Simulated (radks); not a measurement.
Values are calculated unless marked as measured or tabulated.
All-electron atom: the potassium ion K3+ in [Ne] 3s2 3p4. Level of theory: Dirac Kohn-Sham, exchange-only PBE, spin-unpolarised, spherical densities, finite nucleus; open shells are shared between the two j in proportion to 2j + 1; Fermi nuclear charge, rms radius 3.4349 fm (a radial shooting solver on a logarithmic mesh with Libxc functionals).

Normalised radial functions P(r) = r R(r) (large component), r in bohr:

```
   r/bohr * 2s1/2 (the largest magnitude, 1.67, reaches the edge; | marks zero)
 0.006798                             |    *
 0.008573                             |     *
   0.0109                             |      *
  0.01374                             |       *
  0.01733                             |        *
  0.02204                             |          *
  0.02779                             |           *
  0.03533                             |            *
  0.04455                             |            *
  0.05664                             |           *
  0.07142                             |        *
  0.09007                             |    *
   0.1145                            *|
   0.1444                    *        |
   0.1836            *                |
   0.2315      *                      |
   0.2943  *                          |
   0.3712   *                         |
   0.4681       *                     |
    0.595              *              |
   0.7504                     *       |
    0.954                          *  |
    1.203                            *|
    1.529                             *
    1.929                             *
    2.432                             *
    3.092                             *
      3.9                             *
```

2s1/2: eigenvalue -394.41 eV, 1 radial node at r = 0.110 bohr, <r> = 0.387 bohr, 90 % of the charge inside 0.604 bohr.
